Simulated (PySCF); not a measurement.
## Vertical excitation energies

Compound: C₄H₁₁OPSi.
SMILES: `[SiH3]P1CCOCC1`

Level of theory: PySCF 2.14.0, density-fitted response routines, TDDFT B3LYP/def2-SVPD, vertical, gas phase, core orbitals frozen in the response. One conformer (not necessarily the lowest) at the GFN2-xTB geometry, without solvent, vibrations or thermal averaging.

```tsv
state	E (eV)	λ (nm)	ν̃ (cm⁻¹)	f	symmetry	main configurations (H = HOMO, L = LUMO)
S1	5.73	216.4	46210	0.017	A″	H→L+1 (97%)
S2	5.83	212.8	47000	0.096	A′	H→L (85%), H→L+2 (12%)
S3	6.19	200.4	49910	0.084	A′	H→L+2 (83%), H→L (11%)
S4	6.45	192.3	51990	0.011	A′	H-1→L (84%)
S5	6.50	190.7	52440	0.0037	A′	H→L+4 (80%), H-1→L (10%)
S6	6.59	188.1	53170	0.0000	–	H-1→L+1 (84%), H→L+5 (13%)
S7	6.65	186.5	53630	0.011	A′	H→L+3 (80%), H→L+4 (12%)
S8	6.73	184.3	54250	0.019	A″	H→L+5 (79%), H-1→L+1 (14%)
```

Triplets, Tamm–Dancoff:

| state | E (eV) | λ (nm) | main configurations (H = HOMO, L = LUMO) |
| --- | --- | --- | --- |
| T1 | 4.97 | 249.3 | H→L (85%) |
| T2 | 5.09 | 243.4 | H→L+1 (91%) |
| T3 | 5.86 | 211.7 | H→L+2 (72%), H→L+4 (18%) |

The lowest singlet lies at 5.73 eV (216 nm, ultraviolet) and is weak; its leading configuration is HOMO→LUMO+1 (97%). The strongest level in the table is S2 at 5.83 eV (213 nm, f = 0.096). Löwdin shares by element: HOMO phosphorus 59%, carbon 19% or more, silicon 11%; LUMO silicon 27%, phosphorus 20%, hydrogen 16% or more (atoms not listed hold the other 37%). Weighted by f, the mean energy of these states is 6.09 eV. The listed states span 1.00 eV, and the widest gap between neighbours is 0.36 eV (S2 to S3). The oscillator strengths of these states sum to 0.242; summed over the whole spectrum of an exact calculation they would give the number of electrons, 72 (Thomas–Reiche–Kuhn). Symmetry labels in Cs follow from the direction of the transition dipole and are given only for states with f of 0.002 or more. Singlets were solved by full linear response, triplets in the Tamm–Dancoff approximation.
